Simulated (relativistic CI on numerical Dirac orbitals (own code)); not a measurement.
## Level scheme of Nd²¹⁺

Computed by Dirac-Coulomb-Breit CI, KLI orbitals optimised for each configuration, a model potential for QED, unscaled Slater integrals (own radial code, finite nucleus).

Configurations in the expansion (outside the closed core [Ar] 3d10): 4s2 4p6 4d3, 4s2 4p5 4d4, 4s2 4p6 4d2 4f, 4s 4p6 4d4, 4s2 4p6 4d2 5s, 4s 4p6 4d3 4f, 4s2 4p6 4d2 5p, 4s2 4p6 4d 4f 5s, 4s2 4p6 4d2 5d, 4s2 4p5 4d3 5s, 4s2 4p6 4d 4f2, 4s2 4p6 4f3, 4s2 4p6 4f2 5s, 4s 4p6 4d 4f3, 4s2 4p6 4f2 5p, 4s2 4p6 4d 5s2, 4s2 4p6 4f 5s2, 4s 4p6 4d 4f 5s2, 4s2 4p6 5s2 5p. Double excitations out of closed p, d and f shells are left out; levels of such configurations are missing from the list, as are those of other unlisted configurations, and high levels can miss mixing partners. These lack a partner that the ground configuration has and come out too high: 4s2 4p6 4d2 5d, 4s2 4p5 4d3 5s.

The lowest level is 4s2 4p6 4d3 4F_3/2, with 72 % of that term; Hund's rules for 4s2 4p6 4d3 give 4F with J = 3/2, in agreement.

| No. | Configuration | Term | J | E (cm⁻¹) | % | Next component (%) | jj configuration (%) |
| --- | --- | --- | --- | --- | --- | --- | --- |
| 1 | 4s2 4p6 4d3 | 4F | 3/2 | 0 | 72 | 22 2D | 4d3/2^3 (84) |
| 2 | 4s2 4p6 4d3 | 4F | 5/2 | 27267 | 92 | 7 2D | 4d3/2^2 4d5/2 (94) |
| 3 | 4s2 4p6 4d3 | 4F | 7/2 | 44341 | 73 | 23 2G | 4d3/2^2 4d5/2 (69) |
| 4 | 4s2 4p6 4d3 | 4P | 3/2 | 45943 | 46 | 32 2P | 4d3/2^2 4d5/2 (88) |
| 5 | 4s2 4p6 4d3 | 2G | 9/2 | 52473 | 40 | 39 4F | 4d3/2^2 4d5/2 (82) |
| 6 | 4s2 4p6 4d3 | 4P | 1/2 | 53852 | 69 | 31 2P | 4d3/2^2 4d5/2 (97) |
| 7 | 4s2 4p6 4d3 | 2G | 7/2 | 80532 | 70 | 26 4F | 4d3/2 4d5/2^2 (78) |
| 8 | 4s2 4p6 4d3 | 4P | 5/2 | 81531 | 84 | 11 2D | 4d3/2 4d5/2^2 (50) |
| 9 | 4s2 4p6 4d3 | 2H | 9/2 | 85759 | 52 | 45 4F | 4d3/2 4d5/2^2 (70) |
| 10 | 4s2 4p6 4d3 | 2D | 3/2 | 94285 | 44 | 40 4P | 4d3/2 4d5/2^2 (96) |
| 11 | 4s2 4p6 4d3 | 2P | 1/2 | 100056 | 69 | 31 4P | 4d3/2 4d5/2^2 (97) |
| 12 | 4s2 4p6 4d3 | 2H | 11/2 | 109943 | 100 |  | 4d3/2 4d5/2^2 (100) |
| 13 | 4s2 4p6 4d3 | 2D | 5/2 | 113621 | 92 | 6 4F | 4d3/2 4d5/2^2 (67) |
| 14 | 4s2 4p6 4d3 | 2F | 5/2 | 123599 | 78 | 13 2D | 4d3/2 4d5/2^2 (65) |
| 15 | 4s2 4p6 4d3 | 2F | 7/2 | 129542 | 91 | 8 2G | 4d3/2 4d5/2^2 (91) |
| 16 | 4s2 4p6 4d3 | 2G | 9/2 | 132143 | 58 | 27 2H | 4d5/2^3 (86) |
| 17 | 4s2 4p6 4d3 | 2P | 3/2 | 139892 | 57 | 30 2D | 4d5/2^3 (74) |
| 18 | 4s2 4p6 4d3 | 2D | 3/2 | 182411 | 96 | 2 2P | 4d3/2 4d5/2^2 (73) |
| 19 | 4s2 4p6 4d3 | 2D | 5/2 | 190492 | 75 | 18 2F | 4d5/2^3 (77) |
| 20 | 4s2 4p5 4d4 | 6D° | 3/2 | 820403 | 37 | 17 4P° | 4p3/2^3 4d3/2^4 (60) |
| 21 | 4s2 4p5 4d4 | 6D° | 5/2 | 826661 | 56 | 13 6F° | 4p3/2^3 4d3/2^3 4d5/2 (69) |
| 22 | 4s2 4p5 4d4 | 6D° | 7/2 | 832619 | 62 | 18 6F° | 4p3/2^3 4d3/2^2 4d5/2^2 (51) |
| 23 | 4s2 4p5 4d4 | 6D° | 9/2 | 840600 | 58 | 21 6F° | 4p3/2^3 4d3/2^2 4d5/2^2 (45) |
| 24 | 4s2 4p5 4d4 | 6D° | 1/2 | 846076 | 56 | 26 4P° | 4p3/2^3 4d3/2^3 4d5/2 (70) |
| 25 | 4s2 4p5 4d4 | 4F° | 3/2 | 869299 | 26 | 22 2D° | 4p3/2^3 4d3/2^3 4d5/2 (61) |
| 26 | 4s2 4p5 4d4 | 6F° | 11/2 | 869831 | 59 | 30 4G° | 4p3/2^3 4d3/2^3 4d5/2 (48) |
| 27 | 4s2 4p5 4d4 | 6P° | 3/2 | 877651 | 23 | 20 4P° | 4p3/2^3 4d3/2^3 4d5/2 (46) |
| 28 | 4s2 4p5 4d4 | 4D° | 7/2 | 879218 | 23 | 21 2F° | 4p3/2^3 4d3/2^3 4d5/2 (81) |
| 29 | 4s2 4p5 4d4 | 4F° | 5/2 | 886175 | 36 | 17 6F° | 4p3/2^3 4d3/2^3 4d5/2 (58) |
| 30 | 4s2 4p5 4d4 | 4H° | 9/2 | 888019 | 22 | 21 4G° | 4p3/2^3 4d3/2^3 4d5/2 (48) |
| 31 | 4s2 4p5 4d4 | 4D° | 5/2 | 890902 | 38 | 20 6P° | 4p3/2^3 4d3/2^3 4d5/2 (49) |
| 32 | 4s2 4p5 4d4 | 4D° | 1/2 | 894452 | 58 | 17 2P° | 4p3/2^3 4d3/2^2 4d5/2^2 (80) |
| 33 | 4s2 4p5 4d4 | 4F° | 3/2 | 895082 | 32 | 15 4P° | 4p3/2^3 4d3/2^2 4d5/2^2 (57) |
| 34 | 4s2 4p5 4d4 | 4F° | 7/2 | 895182 | 36 | 17 4G° | 4p3/2^3 4d3/2^2 4d5/2^2 (40) |
| 35 | 4s2 4p5 4d4 | 6F° | 9/2 | 897198 | 46 | 27 4F° | 4p3/2^3 4d3/2^2 4d5/2^2 (42) |
| 36 | 4s2 4p5 4d4 | 4F° | 7/2 | 897617 | 32 | 26 6F° | 4p3/2^3 4d3/2^2 4d5/2^2 (66) |
| 37 | 4s2 4p5 4d4 | 4H° | 11/2 | 901605 | 42 | 20 4I° | 4p3/2^3 4d3/2^2 4d5/2^2 (63) |
| 38 | 4s2 4p5 4d4 | 4G° | 5/2 | 902808 | 46 | 17 4F° | 4p3/2^3 4d3/2^2 4d5/2^2 (45) |
| 39 | 4s2 4p5 4d4 | 4D° | 7/2 | 908116 | 39 | 16 4H° | 4p3/2^3 4d3/2^2 4d5/2^2 (78) |
| 40 | 4s2 4p5 4d4 | 4P° | 3/2 | 908437 | 31 | 31 4D° | 4p3/2^3 4d3/2^2 4d5/2^2 (76) |
| 41 | 4s2 4p5 4d4 | 4D° | 5/2 | 911739 | 39 | 28 4P° | 4p3/2^3 4d3/2^2 4d5/2^2 (69) |
| 42 | 4s2 4p5 4d4 | 4H° | 13/2 | 912474 | 55 | 41 4I° | 4p3/2^3 4d3/2^2 4d5/2^2 (91) |
| 43 | 4s2 4p5 4d4 | 4G° | 9/2 | 914217 | 41 | 22 4H° | 4p3/2^3 4d3/2^2 4d5/2^2 (66) |
| 44 | 4s2 4p5 4d4 | 4G° | 11/2 | 914556 | 45 | 18 6F° | 4p3/2^3 4d3/2^2 4d5/2^2 (61) |
| 45 | 4s2 4p5 4d4 | 4P° | 5/2 | 919933 | 34 | 19 2D° | 4p3/2^3 4d3/2^2 4d5/2^2 (68) |
| 46 | 4s2 4p5 4d4 | 4G° | 7/2 | 921237 | 36 | 30 2G° | 4p3/2^3 4d3/2^2 4d5/2^2 (76) |
| 47 | 4s2 4p5 4d4 | 2G° | 9/2 | 924220 | 32 | 26 2H° | 4p3/2^3 4d3/2^2 4d5/2^2 (82) |
| 48 | 4s2 4p5 4d4 | 4I° | 15/2 | 924323 | 76 | 23 2K° | 4p3/2^3 4d3/2^2 4d5/2^2 (86) |
| 49 | 4s2 4p5 4d4 | 2F° | 5/2 | 927508 | 24 | 16 4G° | 4p3/2^3 4d3/2^2 4d5/2^2 (39) |
| 50 | 4s2 4p5 4d4 | 4F° | 9/2 | 932755 | 31 | 19 4H° | 4p3/2^3 4d3/2 4d5/2^3 (47) |
| 51 | 4s2 4p5 4d4 | 4D° | 7/2 | 933788 | 37 | 15 4G° | 4p3/2^3 4d3/2^2 4d5/2^2 (56) |
| 52 | 4s2 4p5 4d4 | 4P° | 1/2 | 934464 | 26 | 25 4D° | 4p3/2^3 4d3/2^3 4d5/2 (63) |
| 53 | 4s2 4p5 4d4 | 4D° | 3/2 | 936571 | 29 | 23 4F° | 4p3/2^3 4d3/2 4d5/2^3 (44) |
| 54 | 4s2 4p5 4d4 | 2H° | 11/2 | 938182 | 34 | 17 2I° | 4p3/2^3 4d3/2^2 4d5/2^2 (76) |
| 55 | 4s2 4p5 4d4 | 2F° | 5/2 | 940914 | 33 | 30 4G° | 4p3/2^3 4d3/2^2 4d5/2^2 (59) |
| 56 | 4s2 4p5 4d4 | 4F° | 9/2 | 942849 | 28 | 25 4G° | 4p3/2^3 4d3/2^2 4d5/2^2 (38) |
| 57 | 4s2 4p5 4d4 | 2D° | 3/2 | 943026 | 26 | 19 4F° | 4p3/2^3 4d3/2 4d5/2^3 (35) |
| 58 | 4s2 4p5 4d4 | 4G° | 7/2 | 946531 | 32 | 21 2F° | 4p3/2^3 4d3/2^2 4d5/2^2 (49) |
| 59 | 4s2 4p5 4d4 | 2I° | 13/2 | 949201 | 44 | 41 4H° | 4p3/2^3 4d3/2^2 4d5/2^2 (88) |
| 60 | 4s2 4p5 4d4 | 4G° | 11/2 | 950207 | 37 | 28 2H° | 4p3/2^3 4d3/2^2 4d5/2^2 (47) |
| 61 | 4s2 4p5 4d4 | 4F° | 3/2 | 952740 | 34 | 23 4D° | 4p3/2^3 4d3/2^2 4d5/2^2 (58) |
| 62 | 4s2 4p5 4d4 | 4D° | 1/2 | 952903 | 29 | 28 2P° | 4p3/2^3 4d3/2 4d5/2^3 (52) |
| 63 | 4s2 4p5 4d4 | 4P° | 5/2 | 957101 | 29 | 13 4F° | 4p3/2^3 4d3/2 4d5/2^3 (43) |
| 64 | 4s2 4p5 4d4 | 4H° | 11/2 | 962502 | 41 | 29 4G° | 4p3/2^3 4d3/2^2 4d5/2^2 (58) |
| 65 | 4s2 4p5 4d4 | 2D° | 3/2 | 962690 | 40 | 25 2P° | 4p3/2^3 4d3/2 4d5/2^3 (49) |
| 66 | 4s2 4p5 4d4 | 4D° | 7/2 | 964425 | 33 | 28 2F° | 4p3/2^3 4d3/2^2 4d5/2^2 (40) |
| 67 | 4s2 4p5 4d4 | 4H° | 13/2 | 967384 | 65 | 28 4I° | 4p3/2^3 4d3/2 4d5/2^3 (97) |
| 68 | 4s2 4p5 4d4 | 4G° | 9/2 | 969000 | 47 | 15 2G° | 4p3/2^3 4d3/2 4d5/2^3 (43) |
| 69 | 4s2 4p5 4d4 | 4F° | 7/2 | 969122 | 25 | 22 2F° | 4p3/2^3 4d3/2 4d5/2^3 (56) |
| 70 | 4s2 4p5 4d4 | 2D° | 5/2 | 969385 | 24 | 21 2F° | 4p3/2^3 4d3/2^2 4d5/2^2 (43) |

Energies count from the lowest computed level; ° marks odd parity. Filled j subshells are mostly left out of the jj labels.

The mean weight of the leading LS term, summed over parents, in these 70 levels is 47 %, and that of the leading jj configuration (from the same eigenvectors) 65 %, so jj coupling describes them better and the LS labels are nominal.

At this charge energies of transitions that change n are usually good to better than 1 %, and those within a shell (Δn = 0) to a few per cent. Terms inside the open d or f shell come out 10 to 20 % too wide with unscaled integrals.

LS names give the leading component of a level, which can be under half, so a name can repeat, a term be missing and a line seem to break the LS rules.
